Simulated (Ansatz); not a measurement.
Consider the substitution at a C–N bond: `C/N=C/N[SiH3]` + H₂S → `C/N=C/S` + `N[SiH3]`.

Program: Ansatz. Geometries: PBE0-D4/def2-TZVP. ΔE: electronic, gas phase. CCSD(T)/CBS is the MP2 limit (def2-TZVPP, def2-QZVPP) plus CCSD(T) − MP2 in def2-TZVPP, frozen cores. This one scheme is used for every species. Double bonds are as drawn, so ΔE can hold a change between cis and trans. One conformer a species, not always the lowest.

```json
{"species": "`C/N=C/N[SiH3]`", "CCSD(T)/CBS(def2) energy (Eh)": "-479.40203"}
{"species": "H₂S", "CCSD(T)/CBS(def2) energy (Eh)": "-398.97279"}
{"species": "`C/N=C/S`", "CCSD(T)/CBS(def2) energy (Eh)": "-531.55851"}
{"species": "`N[SiH3]`", "CCSD(T)/CBS(def2) energy (Eh)": "-346.80422"}
```

Work out ΔE.

ΔE = (-531.55851) + (-346.80422) − (-479.40203) − (-398.97279) = 0.01209 Eh = +0.33 eV.

Largest T1 diagnostic among the species: 0.013.

The D4 term adds +0.05 eV with B3LYP and +0.03 eV with PBE0; it sums over pairs of atoms, weighted by their polarisabilities, and B3LYP, whose exchange is more repulsive, gets the larger term. From PBE to PBE0 (25 % exact exchange), in def2-TZVPP and without D4, ΔE moves by +0.04 eV.

B3LYP here is the variant with VWN-RPA as its local correlation; programs differ in this.
